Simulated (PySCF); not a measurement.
Simulation results for CH$_{6}$OSi$_{2}$, CH$_{4}$BClO

Computed with PySCF 2.14.0. Calculation on a computer-drawn molecule: the log of a Hartree-Fock and frozen-core CCSD(T) single point meant for a local Hartree-Fock minimum, with one planted fault or none, to be diagnosed. Offsets are logged minus clean, where the clean run is the same molecule without the fault. The reference is restricted for singlets and unrestricted otherwise, and also for a bond in bohr or an excited solution. Adding or removing an electron swaps singlet and doublet. The excited solution moves the top pair (singlet) or top alpha electron (doublet) to the lowest empty orbital. Highest occupied and lowest empty are orbital energies over both spins, largest force is the largest gradient component, triples share is (T) over the correlation energy, the T1 limit is 0.02 restricted and 0.045 unrestricted, electrons count all cores, a negative frequency is imaginary (commonest isotopes), and the dipole is about the centre of nuclear charge.

Common to all runs: meant charge 0; meant multiplicity 1; meant basis cc-pV(D+d)Z; logged SCF converged yes; possible faults no fault, one electron removed, one electron added, multiplicity raised by two, geometry at a saddle point, SCF held on an excited solution, minimal basis STO-3G, one bond length entered in bohr, all coordinates scaled.

(1) 
```xyz
10
formula=CH6OSi2 logged_electrons=48 logged_basis_functions=104 logged_spin_squared=1.3649 logged_highest_occupied=-7.7095 logged_lowest_empty=1.3866 logged_largest_force=0.041522 logged_T1_diagnostic=0.070648 logged_D1_diagnostic=0.34029 logged_triples_share=0.029869 logged_CC_converged=yes logged_dipole_magnitude=3.6685 logged_SCF_stable_within_its_kind=yes logged_energy_HF=-693.90275 logged_energy_CCSD(T)=-694.46259
O     -1.3032    -0.1152    -1.5709
C     -0.7213     0.9879    -2.0993
Si     2.3424     1.9614    -1.5683
Si     3.8241     0.7914    -0.1869
H     -2.1959    -0.1900    -1.8697
H     -1.3571     1.5807    -2.7543
H      2.7201     3.2003    -2.2692
H      5.0190     0.3567    -0.9479
H      3.1170    -0.3923     0.3465
H      4.2819     1.6452     0.9344
```

Units: logged_highest_occupied, logged_lowest_empty in eV; logged_largest_force in hartree/bohr; logged_dipole_magnitude in debye; logged_energy_HF, logged_energy_CCSD(T) in hartree.

Drawn bonds:
```tsv
atom	other atom	order
1	2	1
2	3	2
3	4	1
1	5	1
2	6	1
3	7	1
4	8	1
4	9	1
4	10	1
```

Notes: T1 above single-reference limit.

(2) 
```xyz
8
formula=CH4BClO logged_electrons=40 logged_basis_functions=85 logged_spin_squared=0 logged_highest_occupied=-4.1279 logged_lowest_empty=-4.7275 logged_largest_force=0.14138 logged_CC_converged=no logged_dipole_magnitude=2.6647 logged_SCF_stable_within_its_kind=no logged_energy_HF=-598.7243
O      0.3352    -1.3436     0.4222
C      0.6058    -0.6822    -0.7793
B      0.6335    -1.6248    -2.0335
Cl     0.3587    -3.3565    -1.9413
H      0.3375    -0.7193     1.1312
H     -0.1349     0.1046    -0.9944
H      1.5781    -0.1642    -0.7566
H      0.8517    -1.1585    -3.1117
```

Units: logged_highest_occupied, logged_lowest_empty in eV; logged_largest_force in hartree/bohr; logged_dipole_magnitude in debye; logged_energy_HF in hartree.

Drawn bonds:
```tsv
atom	other atom	order
1	2	1
2	3	1
3	4	1
1	5	1
2	6	1
2	7	1
3	8	1
```

Notes: CCSD not converged.

**Q.** Give the missing planted fault for CH$_{6}$OSi$_{2}$ (entry 1).
**A.** one bond length entered in bohr, row 2 of the drawn bonds

**Q.** Which fault was planted in the run of CH$_{4}$BClO (entry 2)?
**A.** SCF held on an excited solution

Further results for CH$_{6}$OSi$_{2}$ (entry 1):

* HF energy offset from clean run: 73.68 kcal/mol
* CCSD(T) energy offset from clean run: 97.47 kcal/mol

Further results for CH$_{4}$BClO (entry 2):

* HF energy offset from clean run: 350.2 kcal/mol
